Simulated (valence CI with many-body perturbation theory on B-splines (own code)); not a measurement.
## Ba XLII: electric-dipole lines

Calculated by valence CI with perturbative core correlation (CI+MBPT): five valence electrons over a frozen Dirac-Fock core [Ne], radial functions for each j: 11 s, 11 p, 10 d, 8 f, 5 g, 2 h, with the one-electron correlation potential Σ1 (screened to all orders), the two-electron term Σ2, the three-electron term Σ3, Breit, model QED; selected single and double excitations, second order for the rest, scaled by the run's own slope (own B-spline code, finite nucleus).

No measured spectrum was set against this ion. As an estimate, large intervals hold to a few tenths of a per cent, small ones and those within an open d or f shell to about a per cent. Among the levels kept, up to 3200 cm⁻¹ of a level comes from second order outside the variational space, and about a tenth of that is noise between levels of different J, which matters for small intervals.

Lines 1 to 50 of 548 in falling wavelength, among levels below 598.35 eV, chosen from the strongest by gf and those to the six lowest levels. Wavelengths and rates use the calculated energies. Electric multipoles are in the length gauge, E1 and E2 with the static RPA response of the core. Weak lines are less certain than strong ones. Lines between different terms over intervals too small for the method are left out, as are lines whose strength nearly cancels. The highest levels of a list are the least certain.

Levels are named by their leading jj configuration (3d3/2^4 stands for four electrons in 3d with j = 3/2), which in mixed levels can hold well under half, so a name can repeat and another be missing. Letters in brackets count levels of one name in rising energy.

```
λ vac (Å)                               Upper                               Lower   A (s⁻¹)  log gf  Branch %
    189.8          (3s^2 3p1/2^2 3d3/2) J=3/2          (3s^2 3p1/2 3p3/2^2) J=5/2  8.83e+07   -2.72       3.1
    138.3          (3s^2 3p1/2^2 3d5/2) J=5/2          (3s^2 3p1/2 3p3/2^2) J=5/2  6.86e+08   -1.93       4.5
    128.7      (3s 3p1/2^2 3d3/2 3d5/2) J=9/2  (3s^2 3p1/2 3d3/2 3d5/2) J=7/2 [b]  2.57e+09   -1.19       2.1
    126.9          (3s 3p1/2^2 3d5/2^2) J=9/2          (3s^2 3p1/2 3d5/2^2) J=7/2  3.79e+09   -1.04       3.4
    126.2          (3s^2 3p1/2^2 3d5/2) J=5/2          (3s^2 3p1/2 3p3/2^2) J=3/2  1.16e+09   -1.78       7.6
    124.6      (3s 3p1/2 3p3/2^2 3d3/2) J=9/2          (3s^2 3p3/2^2 3d3/2) J=7/2  3.66e+09   -1.07       2.5
    123.2      (3s 3p1/2^2 3p3/2 3d5/2) J=9/2      (3s^2 3p1/2 3p3/2 3d5/2) J=9/2  3.75e+09   -1.07      27.9
    121.8  (3s 3p1/2^2 3p3/2 3d5/2) J=7/2 [a]  (3s^2 3p1/2 3p3/2 3d5/2) J=5/2 [b]  3.62e+09   -1.19       3.7
    116.9      (3s 3p1/2^2 3p3/2 3d3/2) J=7/2      (3s^2 3p1/2 3p3/2 3d3/2) J=7/2  4.46e+09   -1.14      38.3
    114.6     (3s 3p1/2 3p3/2^2 3d5/2) J=11/2          (3s^2 3p3/2^2 3d5/2) J=9/2  9.08e+09   -0.67      16.6
    113.4  (3s 3p1/2^2 3p3/2 3d3/2) J=5/2 [a]  (3s^2 3p1/2 3p3/2 3d3/2) J=5/2 [a]  5.05e+09   -1.23      32.4
    113.2          (3s 3p1/2^2 3p3/2^2) J=5/2          (3s^2 3p1/2 3p3/2^2) J=5/2  3.13e+09   -1.44       3.2
    113.2  (3s 3p1/2 3p3/2^2 3d5/2) J=7/2 [e]      (3s^2 3p3/2^2 3d5/2) J=5/2 [b]  5.96e+09   -1.04       1.4
    113.1      (3s 3p1/2^2 3p3/2 3d5/2) J=9/2  (3s^2 3p1/2 3p3/2 3d5/2) J=7/2 [a]  9.65e+09   -0.73      71.9
    111.5          (3s 3p1/2^2 3d5/2^2) J=5/2  (3s 3p1/2 3p3/2^2 3d3/2) J=5/2 [c]  5.58e+09   -1.20       3.5
    111.2          (3s 3p1/2^2 3d3/2^2) J=5/2          (3s^2 3p1/2 3d3/2^2) J=5/2  6.96e+09   -1.11      24.2
    109.8       (3p1/2^2 3p3/2^2 3d3/2) J=7/2  (3s 3p1/2 3p3/2^2 3d3/2) J=7/2 [c]  8.60e+09   -0.90       2.6
    108.5  (3s 3p1/2^2 3d3/2 3d5/2) J=7/2 [a]  (3s^2 3p1/2 3d3/2 3d5/2) J=7/2 [a]  5.34e+09   -1.12       7.6
    108.4          (3s 3p1/2^2 3d5/2^2) J=5/2          (3s^2 3p1/2 3d5/2^2) J=3/2  4.97e+09   -1.28       3.1
    107.6          (3s 3p1/2^2 3p3/2^2) J=1/2          (3s^2 3p1/2 3p3/2^2) J=1/2  1.29e+10   -1.35      12.7
    105.6          (3s 3p1/2^2 3d5/2^2) J=9/2  (3s 3p1/2 3p3/2^2 3d5/2) J=9/2 [b]  4.51e+09   -1.12       4.1
    105.0          (3s 3p1/2^2 3p3/2^2) J=5/2          (3s^2 3p1/2 3p3/2^2) J=3/2  5.42e+09   -1.27       5.5
    104.6      (3s 3p1/2^2 3d3/2 3d5/2) J=9/2      (3s^2 3p1/2 3d3/2 3d5/2) J=9/2  5.97e+09   -1.01       4.8
    103.7  (3s 3p1/2 3p3/2^2 3d3/2) J=7/2 [c]          (3s^2 3p3/2^2 3d3/2) J=7/2  4.86e+09   -1.20       0.7
    103.5  (3s 3p1/2^2 3p3/2 3d5/2) J=5/2 [a]  (3s^2 3p1/2 3p3/2 3d5/2) J=3/2 [a]  8.56e+09   -1.08      10.1
    103.4            (3s 3p1/2 3p3/2^3) J=5/2                (3s^2 3p3/2^3) J=3/2  6.41e+09   -1.21       2.4
    101.8  (3s 3p1/2 3p3/2^2 3d5/2) J=7/2 [d]      (3s^2 3p3/2^2 3d5/2) J=5/2 [a]  7.30e+09   -1.04       1.3
    101.4  (3s 3p1/2 3p3/2^2 3d5/2) J=5/2 [d]      (3s^2 3p3/2^2 3d5/2) J=5/2 [a]  6.15e+09   -1.24       3.2
    100.8  (3s 3p1/2^2 3p3/2 3d5/2) J=5/2 [b]  (3s^2 3p1/2 3p3/2 3d5/2) J=7/2 [b]  1.22e+10   -0.95       4.9
    100.7          (3s 3p1/2^2 3d5/2^2) J=3/2          (3s^2 3p1/2 3d5/2^2) J=5/2  1.51e+10   -1.04      11.2
    99.83          (3s 3p1/2^2 3d5/2^2) J=7/2  (3s 3p1/2 3p3/2^2 3d5/2) J=9/2 [b]  8.62e+09   -0.99       6.3
    99.77          (3s^2 3p1/2 3d5/2^2) J=9/2          (3s^2 3p3/2^2 3d5/2) J=7/2  4.26e+09   -1.20       2.0
    99.53  (3s 3p1/2 3p3/2^2 3d5/2) J=5/2 [f]      (3s^2 3p3/2^2 3d5/2) J=5/2 [b]  7.92e+09   -1.15       1.2
    99.52  (3s 3p1/2^2 3d3/2 3d5/2) J=7/2 [b]      (3s^2 3p1/2 3d3/2 3d5/2) J=9/2  1.60e+10   -0.72      15.2
    97.97          (3s 3p1/2^2 3p3/2^2) J=3/2          (3s^2 3p1/2 3p3/2^2) J=5/2  1.42e+10   -1.09       8.9
    96.71             (3p1/2^2 3p3/2^3) J=3/2            (3s 3p1/2 3p3/2^3) J=5/2  1.35e+10   -1.12       5.1
    96.06          (3s 3p1/2^2 3d5/2^2) J=7/2  (3s 3p1/2 3p3/2^2 3d5/2) J=9/2 [a]  6.65e+09   -1.13       4.9
    95.09  (3s 3p1/2^2 3d3/2 3d5/2) J=5/2 [b]  (3s^2 3p1/2 3d3/2 3d5/2) J=7/2 [a]  7.15e+09   -1.24       6.2
    94.42  (3s 3p1/2^2 3p3/2 3d5/2) J=7/2 [b]      (3s^2 3p1/2 3p3/2 3d5/2) J=9/2  1.50e+10   -0.80       7.8
    94.36  (3s 3p1/2^2 3p3/2 3d3/2) J=5/2 [b]      (3s^2 3p1/2 3p3/2 3d3/2) J=7/2  1.65e+10   -0.88       8.5
    93.23       (3p1/2^2 3p3/2^2 3d3/2) J=7/2      (3s 3p1/2 3p3/2^2 3d3/2) J=9/2  2.33e+10   -0.62       7.0
    92.89       (3p1/2^2 3p3/2^2 3d3/2) J=3/2      (3s^2 3p1/2 3d3/2 3d5/2) J=5/2  1.18e+10   -1.21       7.7
    92.58          (3s 3p1/2^2 3d5/2^2) J=9/2  (3s 3p1/2 3p3/2^2 3d5/2) J=7/2 [a]  5.41e+09   -1.16       4.9
    92.28            (3s 3p1/2 3p3/2^3) J=3/2                (3s^2 3p3/2^3) J=3/2  1.06e+10   -1.27       2.2
    91.77          (3s 3p1/2^2 3p3/2^2) J=3/2          (3s^2 3p1/2 3p3/2^2) J=3/2  6.08e+09   -1.51       3.8
    91.01  (3s 3p1/2 3p3/2^2 3d5/2) J=9/2 [c]          (3s^2 3p3/2^2 3d5/2) J=9/2  1.16e+10   -0.84       4.6
    89.54  (3s 3p1/2 3p3/2^2 3d3/2) J=5/2 [f]          (3s^2 3p3/2^2 3d5/2) J=7/2  1.42e+10   -0.99       2.1
    89.27       (3p1/2^2 3p3/2^2 3d3/2) J=5/2  (3s 3p1/2 3p3/2^2 3d3/2) J=7/2 [a]  1.79e+10   -0.89       7.4
    88.37  (3s 3p1/2^2 3p3/2 3d5/2) J=7/2 [b]  (3s^2 3p1/2 3p3/2 3d5/2) J=7/2 [a]  6.57e+09   -1.21       3.4
    88.14          (3s 3p1/2^2 3d5/2^2) J=7/2  (3s 3p1/2 3p3/2^2 3d5/2) J=7/2 [a]  8.00e+09   -1.13       5.9
```

Q: How does gf follow from A for the line at 100.7 Å?

A: gf = 1.4992 × (2J+1)_upper × A / σ², with σ = 993117 cm⁻¹ and 2J+1 = 4: gf = 0.0918.
